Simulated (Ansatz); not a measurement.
Ideal-gas functions of `C[BH][AlH][F]` at 500 K and 1 bar, from an Ansatz frequency run at PBE0-D4/def2-TZVP.

Molar mass 73.84 g/mol, point group C1 (symmetry number 1), electronic degeneracy 1, moments of inertia 36.613, 199.717, 216.787 u Å². Harmonic wavenumbers (cm⁻¹, unscaled): 54, 115, 177, 186, 440, 513, 531, 649, 779, 826, 830, 1033, 1119, 1296, 1409, 1471, 1911, 2549, 2972, 3082, 3135.

Use S(trans) = R[1.5 ln M + 2.5 ln T − 1.1517]; rotational temperatures θ = 24.2544 K / I; S(rot) = R[ln(√π/σ · √(T³/θAθBθC)) + 1.5]; for each mode x = 1.438777 ν̃/T, S = R[x/(eˣ − 1) − ln(1 − e⁻ˣ)] and H = RT x/(eˣ − 1); 1 cm⁻¹ = 0.0119627 kJ/mol; R = 8.31446 J/(mol·K).

**Question.** By hand: the entropy, in J/(mol·K).

**Answer.** Translation 173.3. Rotation: θ = 0.6625, 0.1214, 0.1119 K, giving 114.3. Vibration, mode by mode: 23.80, 17.55, 14.01, 13.61, 6.89, 5.79, 5.55, 4.23, 3.15, 2.83, 2.81, 1.77, 1.45, 0.96, 0.74, 0.64, 0.22, 0.05, 0.02, 0.01, 0.01, in all 106.1. Electronic 0.0. Sum 393.7 J/(mol·K).

**Question.** By hand: H − E and G − E in kJ/mol, counted from the electronic energy.

**Answer.** Zero-point energy ½ × 25077 × 0.0119627 = 150.0; thermal vibration 26.2; translation, rotation and pV give 4 RT = 16.6. H − E = 192.8 kJ/mol, and G − E = 192.8 − 500 × 393.7/1000 = -4.0 kJ/mol.

Vibration gives 27 % of the entropy, 41.4 J/(mol·K) of it from the modes under 150 cm⁻¹: soft modes count most, and the harmonic formula is weakest for them. The sum counts one conformer and one mirror image; others add a mixing term.
